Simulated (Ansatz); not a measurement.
Consider the ligand exchange at a Te–C bond: `O/C=C(\F)[TeH]` + PH₃ → `P[TeH]` + `O/C=C\F`.

Gas-phase electronic energies from Ansatz, PBE0-D4/def2-TZVP geometries. CCSD(T)/CBS is the MP2 limit (def2-TZVPP, def2-QZVPP) plus CCSD(T) − MP2 in def2-TZVPP, frozen cores. This one scheme is used for every species. Double bonds are as drawn, so ΔE can hold a change between cis and trans. Functionals use def2-TZVPP. Elements past krypton have def2 core potentials. For Te outer-core shells are correlated without core-valence functions, which leaves a few kJ/mol of doubt a bond. One conformer a species, not always the lowest.

```tsv
level	ΔE (kJ/mol)
r2SCAN0-D4	-68.0
r2SCANh	-65.9
HF/CBS(def2)	-75.0
CCSD/CBS(def2)	-65.1
```

Question: What does CCSD(T)/CBS give? (Estimate.)

Answer: Computed: -62.2 kJ/mol. The listed levels differ from it by -5.8, -3.7, -12.8, -2.9 kJ/mol.

Largest T1 diagnostic among the species: 0.013.

Leaving LDA and LC-ωPBE aside and taking each functional with its dispersion term where it has one, the values, not all of them listed here, spread over 10.1 kJ/mol, from BHLYP-D4 to B97M-V. LDA lies +6.4 kJ/mol from PBE without D4. At CCSD(T), def2-SVP lies +3.6 kJ/mol from the extrapolated value and def2-TZVPP +5.1 kJ/mol. From BLYP to BHLYP (50 % exact exchange), in def2-TZVPP and without D4, ΔE moves by −6.6 kJ/mol.

CCSD(T)/CBS has its own doubt, a few kJ/mol and more with outer-core shells, so smaller differences from it don't rank the levels.
